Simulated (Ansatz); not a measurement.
`C#CBCC`. The species carries charge 0 and has multiplicity 1. The structure was optimised at the PBE0-D4/def2-TZVP level. It is one conformer, not always the lowest.

```xyz
12

C     2.210    1.382   -1.853
C     1.411    0.639   -1.332
B     0.420   -0.294   -0.671
C    -0.550    0.205    0.441
C    -1.218   -0.859    1.301
H     2.915    2.034   -2.315
H     0.372   -1.426   -1.065
H    -1.316    0.756   -0.134
H    -0.078    0.983    1.051
H    -1.726   -1.603    0.684
H    -1.956   -0.428    1.982
H    -0.483   -1.391    1.910
```

What is the dipole moment at B3LYP/def2-TZVPP? (Estimate.)

Computed: 0.71 D, with components (0.04, 0.70, 0.11) D in this frame, pointing from negative to positive charge.

And with PBE, r2SCAN, ωB97M-V? (Best estimate.)

Computed: PBE 0.76 D, r2SCAN 0.74 D, ωB97M-V 0.71 D.

Give the Mulliken charges with B3LYP, PBE, ωB97M-V in def2-TZVPP. (An estimate is asked.)

The calculation gave: 
```json
{"atom": "C1", "B3LYP": "-0.05", "PBE": "-0.13", "ωB97M-V": "-0.02"}
{"atom": "C2", "B3LYP": "-0.25", "PBE": "-0.12", "ωB97M-V": "-0.23"}
{"atom": "B3", "B3LYP": "-0.02", "PBE": "-0.01", "ωB97M-V": "-0.10"}
{"atom": "C4", "B3LYP": "-0.13", "PBE": "-0.15", "ωB97M-V": "-0.18"}
{"atom": "C5", "B3LYP": "-0.24", "PBE": "-0.24", "ωB97M-V": "-0.30"}
{"atom": "H6", "B3LYP": "0.26", "PBE": "0.21", "ωB97M-V": "0.24"}
{"atom": "H7", "B3LYP": "0.03", "PBE": "0.01", "ωB97M-V": "0.08"}
{"atom": "H8", "B3LYP": "0.07", "PBE": "0.08", "ωB97M-V": "0.10"}
{"atom": "H9", "B3LYP": "0.09", "PBE": "0.09", "ωB97M-V": "0.11"}
{"atom": "H10", "B3LYP": "0.08", "PBE": "0.08", "ωB97M-V": "0.10"}
{"atom": "H11", "B3LYP": "0.08", "PBE": "0.08", "ωB97M-V": "0.11"}
{"atom": "H12", "B3LYP": "0.08", "PBE": "0.08", "ωB97M-V": "0.10"}
```

B3LYP here is the variant with VWN-RPA as its local correlation; programs differ in this.
